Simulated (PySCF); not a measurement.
Computed vibrations of Pb2(OH)4

Pb2(OH)4 (singlet). PySCF 2.14.0, RKS PBE0, Pb def2-SVP with ECP60, O def2-SVP, H def2-SVP; non-relativistic Hamiltonian with scalar-relativistic core potentials where named; density fitting; no spin-orbit coupling. Central differences of gradients.

```xyz
10

Pb   -0.1196   -0.0950    1.8526
Pb   -0.1196   -0.0950   -1.8526
O     0.7858   -1.1053    0.0000
H     1.7468   -0.9921    0.0000
O    -0.9961    0.9318    0.0000
H    -1.6498    1.6401    0.0000
O     1.5453    1.1965    2.0561
H     1.7797    1.6695    1.2491
O     1.5453    1.1965   -2.0561
H     1.7797    1.6695   -1.2491
```

Run from Python with OMP_NUM_THREADS=2. Where DIIS fails, smearing, a level shift and second-order steps follow.
It took 4 min on 2 threads of Arm Neoverse V1, on a shared host.

Problem. What are the harmonic wavenumbers and infrared intensities?

Solution. Modes are labelled in Cs; negative numbers are unstable modes, those under 60 cm⁻¹ near the noise; a finer grid moves soft modes by up to 10 cm⁻¹.
```
cm⁻¹  km/mol  symmetry
-150       –       a''
  41    13.4        a'
  78    75.2        a'
  91     6.1       a''
 110    29.5        a'
 116     0.5       a''
 140    11.0        a'
 165    26.2        a'
 286   166.4        a'
 339     0.0       a''
 345   116.1        a'
 398    20.5        a'
 403   235.0       a''
 488     8.6        a'
 531     0.0       a''
 537   207.5        a'
 618    60.1       a''
 711    44.5        a'
 757    42.5       a''
 801    38.9       a''
3849    56.1        a'
3886     6.8       a''
3892    26.3        a'
3898    69.3        a'
```

Problem. Is this a minimum?

Solution. No: 1 unstable; the lowest moves the atoms so:
```
Pb   0.00  0.00  0.00
Pb   0.00  0.00  0.00
O    0.00  0.00  0.01
H    0.00  0.00 -0.02
O    0.00  0.00 -0.04
H    0.00  0.00 -0.03
O    0.01 -0.03  0.04
H    0.47 -0.51 -0.11
O   -0.01  0.03  0.04
H   -0.47  0.51 -0.11
```
